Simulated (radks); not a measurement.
Isoelectronic series with 4 electrons, all held in the configuration [He] 2s2, which need not be the ground one along the series. All-electron calculation, scalar-relativistic Kohn-Sham, SCAN, spin-polarised, spherical densities, finite nucleus; meta-GGA in the generalised Kohn-Sham scheme; Fermi nuclear charge, rms radius of each element as measured or else 0.836 A^(1/3) + 0.57 fm. Program: a radial shooting solver on a logarithmic mesh with Libxc functionals. Total energies (hartree) and orbital eigenvalues (hartree):

ion    E (hartree)         2s         1s
Sb47+  -3294.45115  -308.5199  -1283.123
I49+   -3572.76644  -335.7245  -1392.591
Cs51+   -3863.9128  -364.2538  -1507.115
Ba52+   -4014.3804  -379.0251  -1566.304
La53+   -4168.1608  -394.1399  -1626.796
Ce54+   -4325.2885  -409.6023  -1688.604
Pr55+   -4485.8037  -425.4170  -1751.744
Nd56+   -4649.7440  -441.5887  -1816.228
Pm57+   -4817.1453  -458.1217  -1882.070
Sm58+   -4988.0388  -475.0206  -1949.282
Eu59+   -5162.5047  -492.2926  -2017.895
Gd60+   -5340.5652  -509.9419  -2087.915
Tb61+   -5522.3164  -527.9770  -2159.383
Dy62+   -5707.6811  -546.3960  -2232.261
Ho63+   -5896.8535  -565.2139  -2306.630
Er64+   -6089.7998  -584.4315  -2382.473
Tm65+   -6286.6348  -604.0592  -2459.835
Yb66+   -6487.3284  -624.0983  -2538.702

Estimate the row of Xe50+.

Answer. E (hartree) -3716.71849; 2s -349.8216; 1s -1449.215.
